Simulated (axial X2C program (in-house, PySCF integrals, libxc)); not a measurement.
Density and ELF of MoBr⁻

All values were computed with an axial X2C code built on PySCF integrals. Two-component (2c) means X2C with spin–orbit coupling and atomic mean-field two-electron Coulomb and Gaunt terms. Basis: Mo dyall-acv3z [12s13p10d5f3g], Br dyall-acv3z [9s10p7d5f1g] (cores contracted in-house); Gaussian nuclei, density fitting, unrestricted open shells. Masses: Mo 97.905 u, Br 78.918 u.

PBE0, two-component, state Ω = 3 (⟨Sz⟩ = 3.00, ⟨Lz⟩ = 0.00 at PBE0); Mo at z = 0, Br at z = 2.680 Å.

The maps cover the half plane through the axis: z from -2.4 to 4.8 Å along the bond, ρ from 0.15 to 2.25 Å away from it (steps of 0.3 Å, the bottom row nearest the axis).

log10 of the density in e/bohr³:

digits 0 to 9 span -3.97 to 1.66 evenly
```
1111122222111111111111000
1112222222222222222221100
1222233333322233333322110
1222333443333333444333211
2223344454443344454443221
2233445565544445555544321
2233456676654455676554322
2233456797654456898654322
```

Electron localisation function (collinear form, no current term, damped to 0 at low density):

digits 0 to 9 span 0.00 to 1.00 evenly
```
3444333222110001122110000
5555443332211012344321000
6665443333221124566543200
7765443333221246777764310
8765433444311367888876421
8765435676521477646887531
8765347636731574231587531
8764357252741671727277642
```

Axial spin density in 10⁻³ e/bohr³:

digits 0 to 9 span -17.91 to 17.91 evenly, values beyond are clipped
```
5555555555555555555555555
5555555665555555555555555
5555666776655555555555555
5556678999865554555555555
5567899999986554555555555
5667999999997544555555555
5678999999998544555555555
5679999999998544465455555
```

Occupations by symmetry block were frozen at the best pattern of an incomplete PBE0 search. Density functionals use the spin component along the axis (collinear). Other states lie close and PBE0, whose exact exchange favours high spin, may order them wrongly; the determinant shown need not be the ground state. The nearest other 2c determinant of the search, Ω = 2, lies 0.53 eV up at the distance of the search. With several unpaired electrons one determinant need not be a pure state. Open-shell Ω = 0 determinants with evenly filled partner blocks cannot be reached by this program, so the Ω shown need not be the lowest component. The highest occupied level of some functionals is positive through self-interaction error; at Hartree–Fock it is bound.
